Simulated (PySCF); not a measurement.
Computed shifts of a molecule C2H8GeO, PBE/pcSseg-1 (PySCF), GIAO, gas phase, atoms alike by connectivity averaged where their shifts nearly agree, in ppm (number of nuclei): ¹³C: 5.0 (2). ¹H: 5.46 (1), 0.63 (6), -0.27 (1). References: ⁷³Ge against GeH4 (σ = 1614.4 ppm); ¹³C against TMS (σ = 182.0 ppm); ¹⁷O against H2O (σ = 334.3 ppm); ¹H against TMS (σ = 31.49 ppm), references at their B3LYP-D3(BJ)/def2-TZVP geometries, non-relativistic. Geometry optimised at PBE0-D3(BJ)/def2-SVP. Other conformers were not sampled.

Which structure fits?
A. CC[O][GeH3]
B. [CH3][GeH]([CH3])[OH]
C. C[O][GeH2][CH3]
D. CO[CH2][GeH3]

B, [CH3][GeH]([CH3])[OH]
